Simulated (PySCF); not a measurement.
**Name the molecule from its bond curve**

A diatomic of charge 0 contains Ge. Its quartet curve at UHF-SCS-MP2 in a triple-zeta basis (no relativity, PySCF), in eV from the separated fragments:

R (Å), E (eV) and a bar:
```
    1.705     -1.789 #########################
    1.785     -2.272 ###########
    1.864     -2.537 ###
    1.923     -2.631 #
    1.983     -2.657 
    2.042     -2.632 #
    2.122     -2.534 ###
    2.221     -2.334 #########
    2.340     -2.031 ##################
    2.499     -1.604 ##############################
```

The fit gives ωe = 647 cm⁻¹ and the rotational constant Bₑ = 0.4483 cm⁻¹.

Problem. Which atom is the partner?

Solution. The minimum lies at 1.981 Å, so the reduced mass is 16.8576 u Å² cm⁻¹/(Bₑ·Re²) = 9.582 u. With Ge at 73.92 u the partner weighs about 11.0 u: B. The molecule is GeB.

Correlated steps freeze 10 core orbitals. Spin–orbit coupling is left out. The state is the lowest determinant that a PBE0 search found; another state may lie lower at other levels.
